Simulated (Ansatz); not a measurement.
`C[CH2][ZnH]` + NH₃ → `[NH2][ZnH]` + `CC` at 400 K and 1 bar (ligand exchange at a Zn–C bond).

Gas-phase electronic energies from Ansatz, PBE0-D4/def2-TZVP geometries. CCSD(T)/CBS is the MP2 limit (def2-TZVPP, def2-QZVPP) plus CCSD(T) − MP2 in def2-TZVPP, frozen cores. This one scheme is used for every species. For Zn outer-core shells are correlated without core-valence functions, which leaves a few kJ/mol of doubt a bond. Scalar relativity is left out up to krypton.

```
      species  CCSD(T)/CBS energy (Eh)  H − E (kJ/mol)  S (J/(mol·K))
`C[CH2][ZnH]`              -1858.07157           209.2          322.7
          NH₃                -56.50880           104.2          203.1
 `[NH2][ZnH]`              -1834.88092            99.5          279.2
         `CC`                -79.71954           213.5          244.3
```

H − E and S are ideal-gas, rigid-rotor, harmonic terms from PBE0-D4/def2-TZVP. 1 Eh = 2625.50 kJ/mol, R = 8.31446 J/(mol·K).

Task: By hand: ΔE, ΔH, ΔS and ΔG.

Result: ΔE = (-1834.88092) + (-79.71954) − (-1858.07157) − (-56.50880) = -0.02009 Eh = -52.7 kJ/mol. Δ(H − E) = 99.5 + 213.5 − 209.2 − 104.2 = -0.4, so ΔH = -53.1 kJ/mol. ΔS = 279.2 + 244.3 − 322.7 − 203.1 = -2.3 J/(mol·K). ΔG = -53.1 − 400 × (-2.3)/1000 = -52.2 kJ/mol.

Task: By hand: the equilibrium constant, and the temperature at which ΔG would vanish if ΔH and ΔS stayed fixed.

Result: log₁₀ K = −ΔG/(RT ln 10) = 6.8. ΔG = 0 at ΔH/ΔS = 23087 K, far beyond where these terms or the molecules hold.

The number of gas molecules stays the same, so ΔS is small and ΔH decides. A doubt of 5 kJ/mol in ΔE shifts log₁₀ K by 0.7 here. These are equilibria of isolated gas molecules and say nothing of rates. Largest T1 diagnostic: 0.016 (customary marks: 0.02 for closed shells, 0.045 for open ones).
